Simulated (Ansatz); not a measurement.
`[Br][SnH3]` + `C[SeH]` → `C[Se][SnH3]` + HBr at 298.15 K and 1 bar (ligand exchange at the Sn–Br bond).

Isolated molecules relaxed with PBE0-D4/def2-TZVP in Ansatz; ΔE leaves out vibrations. CCSD(T)/CBS adds triple-zeta CCSD(T) − MP2 to the extrapolated MP2 energy (def2 sets, frozen cores). Elements past krypton have def2 core potentials. For Br, Se, Sn outer-core shells are correlated without core-valence functions, which leaves a few kJ/mol of doubt a bond. Scalar relativity is left out up to krypton.

| species | CCSD(T)/CBS energy (Eh) | H − E (kJ/mol) | S (J/(mol·K)) |
| --- | --- | --- | --- |
| `[Br][SnH3]` | -2789.16986 | 68.5 | 287.6 |
| `C[SeH]` | -2441.15625 | 129.5 | 267.5 |
| `C[Se][SnH3]` | -2656.39593 | 172.4 | 356.1 |
| HBr | -2573.91920 | 24.6 | 198.6 |

H − E and S are ideal-gas, rigid-rotor, harmonic terms from PBE0-D4/def2-TZVP. 1 Eh = 2625.50 kJ/mol, R = 8.31446 J/(mol·K).

Problem. By hand: ΔE, ΔH, ΔS and ΔG.

Solution. ΔE = (-2656.39593) + (-2573.91920) − (-2789.16986) − (-2441.15625) = 0.01098 Eh = 28.8 kJ/mol. Δ(H − E) = 172.4 + 24.6 − 68.5 − 129.5 = -1.0, so ΔH = 27.8 kJ/mol. ΔS = 356.1 + 198.6 − 287.6 − 267.5 = -0.4 J/(mol·K). ΔG = 27.8 − 298.15 × (-0.4)/1000 = 27.9 kJ/mol.

Problem. By hand: the equilibrium constant, and the temperature at which ΔG would vanish if ΔH and ΔS stayed fixed.

Solution. log₁₀ K = −ΔG/(RT ln 10) = -4.9. ΔH and −TΔS have one sign here, so there is no such temperature. One of them is within its doubt of zero, so this could turn.

The number of gas molecules stays the same, so ΔS is small and ΔH decides. A doubt of 5 kJ/mol in ΔE shifts log₁₀ K by 0.9 here. Modes under 60 cm⁻¹, often nearly free rotors, make the harmonic entropy too high. These are equilibria of isolated gas molecules and say nothing of rates. Largest T1 diagnostic: 0.011 (customary marks: 0.02 for closed shells, 0.045 for open ones).
